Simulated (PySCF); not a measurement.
Stretching AgSe

Set-up: PySCF, spin-free X2C with a Gaussian nucleus, basis sets Ag x2c-TZVPPall, Se x2c-TZVPPall. Energies in eV from Ag (4d10 5s1) + Se in their ground configurations at the same level. State: ²Π (doublet), unpaired electrons π ↑.

All columns are PBE0. A positive dipole means Ag(−)Se(+).

```json
{"R (Å)": "2.079", "E (eV)": "-1.332", "μ (D)": "-3.60", "Mulliken charge on Ag (basis-dependent)": "0.30", "HOMO (eV)": "-6.05", "LUMO (eV)": "-3.75", "Mayer bond order": "1.47", "⟨S²⟩": "0.75"}
{"R (Å)": "2.175", "E (eV)": "-1.788", "μ (D)": "-3.75", "Mulliken charge on Ag (basis-dependent)": "0.30", "HOMO (eV)": "-6.03", "LUMO (eV)": "-3.69", "Mayer bond order": "1.36", "⟨S²⟩": "0.76"}
{"R (Å)": "2.272", "E (eV)": "-2.029", "μ (D)": "-3.91", "Mulliken charge on Ag (basis-dependent)": "0.30", "HOMO (eV)": "-5.99", "LUMO (eV)": "-3.63", "Mayer bond order": "1.27", "⟨S²⟩": "0.76"}
{"R (Å)": "2.345", "E (eV)": "-2.109", "μ (D)": "-4.03", "Mulliken charge on Ag (basis-dependent)": "0.30", "HOMO (eV)": "-5.97", "LUMO (eV)": "-3.58", "Mayer bond order": "1.21", "⟨S²⟩": "0.76"}
{"R (Å)": "2.417", "E (eV)": "-2.129", "μ (D)": "-4.15", "Mulliken charge on Ag (basis-dependent)": "0.30", "HOMO (eV)": "-5.94", "LUMO (eV)": "-3.54", "Mayer bond order": "1.16", "⟨S²⟩": "0.76"}
{"R (Å)": "2.490", "E (eV)": "-2.103", "μ (D)": "-4.27", "Mulliken charge on Ag (basis-dependent)": "0.31", "HOMO (eV)": "-5.91", "LUMO (eV)": "-3.49", "Mayer bond order": "1.12", "⟨S²⟩": "0.76"}
{"R (Å)": "2.586", "E (eV)": "-2.018", "μ (D)": "-4.44", "Mulliken charge on Ag (basis-dependent)": "0.31", "HOMO (eV)": "-5.87", "LUMO (eV)": "-3.43", "Mayer bond order": "1.08", "⟨S²⟩": "0.76"}
{"R (Å)": "2.707", "E (eV)": "-1.859", "μ (D)": "-4.65", "Mulliken charge on Ag (basis-dependent)": "0.32", "HOMO (eV)": "-5.81", "LUMO (eV)": "-3.36", "Mayer bond order": "1.03", "⟨S²⟩": "0.76"}
{"R (Å)": "2.852", "E (eV)": "-1.627", "μ (D)": "-4.88", "Mulliken charge on Ag (basis-dependent)": "0.32", "HOMO (eV)": "-5.76", "LUMO (eV)": "-3.28", "Mayer bond order": "0.99", "⟨S²⟩": "0.77"}
{"R (Å)": "3.045", "E (eV)": "-1.295", "μ (D)": "-5.09", "Mulliken charge on Ag (basis-dependent)": "0.32", "HOMO (eV)": "-5.70", "LUMO (eV)": "-3.39", "Mayer bond order": "0.94", "⟨S²⟩": "0.81"}
```

A fit through these points gives, at Re = 2.408 Å, μ = -4.13 D and dμ/dR = -1.68 D/Å; the reduced mass is 45.73 u.

**Question.** How strong is the fundamental in the double-harmonic approximation, I = 42.26·(dμ/dR)²/μred km/mol?

**Answer.** I = 42.26·(-1.68)²/45.73 = 2.61 km/mol at PBE0.

These are scalar-relativistic numbers at best; spin–orbit coupling would shift them, the dissociation energy most. The state is the lowest single determinant that the PBE0 search found; with open d or f shells the true ground state can be another one.
